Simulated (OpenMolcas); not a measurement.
**neutral sulfur: from CASSCF to CASPT2**

```yaml
Program: OpenMolcas
Basis: ANO-RCC-VTZP [5s4p2d1f]
Scalar_Hamiltonian: DKH2, point nucleus
Active_space: 6 electrons in 4 orbitals (3s 3p)
State_averaging: 2S+1 = 3 even, 3 roots; 2S+1 = 1 even, 6 roots kept (CI in the orbitals of an earlier block); 2S+1 = 3 odd, 3 roots (0 in the spin-orbit step)
Spin-orbit_coupling: RASSI with atomic mean-field integrals over the reference wave functions, term energies averaged over their components
```

Methods on the same reference wave functions:
A. CASSCF
B. SS-CASPT2, IPEA 0.25 Eh, imaginary shift 0.1 Eh (closed shells correlated: 2s 2p)

Energies in cm-1 above 3s2 3p4 3P2, the measured ground level; measured values from NIST Handbook of Basic Atomic Spectroscopic Data.

| Level | A | B | Measured |
| --- | --- | --- | --- |
| 3s2 3p4 3P2 | 0.0 | 0.0 | 0.0 |
| 3s2 3p4 3P1 | 367 | 369 | 396 |
| 3s2 3p4 3P0 | 536 | 538 | 574 |
| 3s2 3p4 1D2 | 11804 | 9660 | 9239 |
| 3s2 3p4 1S0 | 21614 | 22180 | 22180 |

Deviations, from unrounded energies. A percentage is the sum of absolute deviations over the sum of measured energies, with the sign that they share, or ± where signs differ.

```csv
Against measurement,Levels,A,B
mean absolute deviation (cm-1),4,800,120
fine structure of the ground term (%),2,-6.8,-6.5
other terms of the ground configuration (%),2,±10.0,±1.4
```

B lies closest to measurement on these levels. The largest miss of B in the table is 3s2 3p4 1D2, by +420 cm-1. The ranking rests on the paired levels alone, and a cruder setting can come out closer through cancelling errors.

From A to B the spin-free energies of the other terms of 3s2 3p4 shown, above 3P, scale by factors of 0.82 to 1.03.

The lowest spin-free term lies below A's lowest term by 0.144 hartree in B.

CASPT2 does not keep the components of a term degenerate, so their means are used; among the terms shown or strongly mixed into the levels shown the widest spread is 170 cm-1 (3s2 3p4 1D, B). Terms from blocks run as CI alone lack orbitals of their own. No level of 3s 3p5 was computed, though it lies in the active space. Without dynamic correlation excited terms often stand tens of per cent too high (terms of higher spin than the ground term too low), and those without a measured partner can miss by more than the paired ones (holds for A). Computed and measured levels are paired by configuration, term and J; levels that our copy of the source lacks, or whose pairing is in doubt (as where it misses far off the trend of its configuration), stay unpaired and out of the deviations. Levels of configurations outside the active space are missing.
